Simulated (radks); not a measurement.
Pb I, configuration [Hg] 6p2. Method: scalar-relativistic Kohn-Sham, exchange-only PBE, spin-polarised, spherical densities, finite nucleus; open shells are filled with parallel spins first (spin-orbit coupling, left out, can overturn this in heavy ions); Fermi nuclear charge, rms radius 5.5012 fm; computed with a radial shooting solver on a logarithmic mesh with Libxc functionals. Some entries of the table are withheld. Estimate them.

orbital  occ.  eigenvalue (eV)  <r^2> (bohr^2)  r(max) (bohr)
1s up       1        -88074.60       0.0003575       0.009847
1s down     1        -88074.59       0.0003575       0.009847
2s up       1        -15753.78        0.005422        0.05717
2s down     1        -15753.78        0.005422        0.05717
2p up       3        -13518.99        0.004618        0.04761
2p down     3        -13518.98        0.004618        0.04761
3s up       1        -3780.733         0.03487         0.1612
3s down     1        -3780.726         0.03487         0.1612
3p up       3        -3139.572         0.03612         0.1613
3p down     3        -3139.564         0.03612         0.1613
3d up       5        -2484.008         0.02992         0.1314
3d down     5        -2484.001         0.02992         0.1314
4s up       1        -854.7587          0.1667         0.3623
4s down     1        -854.7462          0.1666         0.3623
4p up       3        -644.5403          0.1910         0.3823
4p down     3        -644.5262          0.1910         0.3823
4d up       5        -400.7674          0.2144         0.3883
4d down     5        -400.7513          0.2144         0.3883
5s up       1        -142.8748          0.8165         0.7888
5s down     1        -142.8430          0.8164         0.7889
4f up       7        -131.6123          0.2468         0.3498
4f down     7        -131.5935          0.2468         0.3498
5p up       3         -84.6551           1.078            (1)
5p down     3         -84.6217           1.076            (2)
5d up       5         -20.1310           2.020          1.073
5d down     5         -19.9128           1.972          1.072
6s up       1              (3)           6.255          1.983
6s down     1              (4)           6.062          1.951
6p up       2          -3.4484           14.00            (5)
6p down     0          -1.9735           14.93            (6)

Answer. 
(1) 5p up r(max) (bohr): 0.8817
(2) 5p down r(max) (bohr): 0.8818
(3) 6s up eigenvalue (eV): -11.6677
(4) 6s down eigenvalue (eV): -10.4646
(5) 6p up r(max) (bohr): 2.704
(6) 6p down r(max) (bohr): 2.665
